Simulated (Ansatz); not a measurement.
Frontier orbitals of `[SeH][Zr]([SeH])([SeH])[SeH]`.

```json
{"atom": "Se1", "x (Å)": "-0.7705", "y (Å)": "-0.8076", "z (Å)": "2.3473"}
{"atom": "Zr2", "x (Å)": "0.2415", "y (Å)": "0.0917", "z (Å)": "0.1895"}
{"atom": "Se3", "x (Å)": "1.6831", "y (Å)": "2.0960", "z (Å)": "0.7804"}
{"atom": "Se4", "x (Å)": "1.7608", "y (Å)": "-1.7344", "z (Å)": "-0.7467"}
{"atom": "Se5", "x (Å)": "-1.6048", "y (Å)": "0.8260", "z (Å)": "-1.4272"}
{"atom": "H6", "x (Å)": "-1.7619", "y (Å)": "0.2793", "z (Å)": "2.2194"}
{"atom": "H7", "x (Å)": "2.0068", "y (Å)": "2.0997", "z (Å)": "-0.6631"}
{"atom": "H8", "x (Å)": "0.5763", "y (Å)": "-2.3041", "z (Å)": "-1.4170"}
{"atom": "H9", "x (Å)": "-2.1313", "y (Å)": "-0.5466", "z (Å)": "-1.2827"}
```

Total charge 0; spin multiplicity 1. Correlated methods include outer-core shells of Se, Zr, which these sets cover unevenly. Scalar relativity is left out up to krypton. Zr takes the def2 core potential. All single points use the PBE0-D4/def2-TZVP geometry. It is one conformer, not always the lowest. Basis def2-TZVPP, Ansatz 0.2.0.

```
             functional  HOMO (eV)  LUMO (eV)  gap (eV)
                    PBE      -6.33      -3.25      3.08
                 r2SCAN      -6.62      -3.14      3.48
                   PBE0      -7.42      -2.51      4.91
HSE06 (plane-wave form)      -7.03      -2.88      4.15
                ωB97M-V      -9.50      -0.58      8.92
                     HF      -9.87       0.89     10.76
```

**Question.** What is the vertical ionisation energy at frozen-core CCSD(T)/def2-TZVPP? (Estimate.)

**Answer.** Computed: 9.28 eV (T1 of the cation 0.027).

From PBE to PBE0 the HOMO moves by −1.09 eV and the LUMO by +0.74 eV, and with ωB97M-V by −3.18 and +2.66 eV, so the gap grows from 3.08 to 8.92 eV with exact exchange. −ε(HOMO) differs from that ionisation energy by −2.95 eV with PBE and +0.22 eV with ωB97M-V.
